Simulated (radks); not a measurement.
The numbers below are computed, except where a source is named.
Task: Species: Tb XXIII. Configuration: [Kr] 4d7. Code: a radial shooting solver on a logarithmic mesh with Libxc functionals. Model: scalar-relativistic Kohn-Sham, LDA (Slater exchange, VWN5 correlation), spin-polarised, spherical densities, finite nucleus; open shells are filled with parallel spins first (spin-orbit coupling, left out, can overturn this in heavy ions); Fermi nuclear charge, rms radius 5.06 fm. Some entries of the table are withheld. Estimate them.

| orbital | occ. | eigenvalue (hartree) | <r^2> (bohr^2) |
|---|---|---|---|
| 1s up | 1 | -1927.271 | 0.0006326 |
| 1s down | 1 | -1927.268 | 0.0006326 |
| 2s up | 1 | -339.2879 | 0.009903 |
| 2s down | 1 | -339.2070 | 0.009902 |
| 2p up | 3 | -304.2675 | 0.007993 |
| 2p down | 3 | -304.2007 | 0.007992 |
| 3s up | 1 | -93.42641 | 0.06518 |
| 3s down | 1 | -93.37185 | 0.06512 |
| 3p up | 3 | -82.62242 | 0.06522 |
| 3p down | 3 | -82.56465 | 0.06516 |
| 3d up | 5 | -68.57764 | (1) |
| 3d down | 5 | -68.50365 | (2) |
| 4s up | 1 | -35.41853 | 0.2956 |
| 4s down | 1 | -35.22442 | 0.2958 |
| 4p up | 3 | -31.61837 | (3) |
| 4p down | 3 | -31.42699 | (4) |
| 4d up | 5 | (5) | 0.3425 |
| 4d down | 2 | (6) | 0.3435 |

Result: 
(1) 3d up <r^2> (bohr^2): 0.05445
(2) 3d down <r^2> (bohr^2): 0.05440
(3) 4p up <r^2> (bohr^2): 0.3202
(4) 4p down <r^2> (bohr^2): 0.3208
(5) 4d up eigenvalue (hartree): -26.44697
(6) 4d down eigenvalue (hartree): -26.25796
